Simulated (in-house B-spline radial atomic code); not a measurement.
# Ionising F4+ with different functionals

Computed with a radial B-spline atomic code at the basis-set limit: scalar-relativistic (spin-free X2C) Hamiltonian, Fermi nucleus of rms radius 2.8976 fm, spin-polarised at highest spin, spherical fractional occupations for the functionals, and exact exchange of hybrids averaged over the configuration. The ionisation energy is the difference of two self-consistent energies, [He] 2s2 2p1 → [He] 2s2, without Breit or QED terms; ε is the level of the shell that loses the electron (its least bound occupied spin orbital).

```tsv
method	rung	ΔSCF (eV)	-ε(2p) (eV)
PBE0	global hybrid	114.61	104.56
B3LYP	global hybrid	114.94	104.13
TPSSh	global hybrid	114.33	102.39
BHandHLYP	global hybrid	114.92	108.37
r2SCAN0	global hybrid	114.24	104.63
B97-1	global hybrid	114.51	103.91
HSE06	range-separated hybrid	114.66	104.19
wB97X	range-separated hybrid	114.26	106.78
CAM-B3LYP	range-separated hybrid	114.87	106.15
LC-wPBE	range-separated hybrid	114.70	106.82
```

Q: Among the functionals, which spreads more, the ΔSCF values or the orbital energies?

A: The orbital energies: ΔSCF values span about 0.71 eV and the orbital energies 5.98 eV; here energy differences depend much less on the functional than eigenvalues do.

Q: How do they compare with the NIST value?

A: NIST lists 114.25 eV ± 0.006 (semi-empirical, ground level to ground level). Errors run from -0.01 to +0.69 eV; r2SCAN0 is closest (-0.01 eV), though others lie within the uncertainty of it, and part of that can be cancellation, since the calculations leave out spin-orbit coupling, Breit-QED terms, multiplet and fine-structure energies.
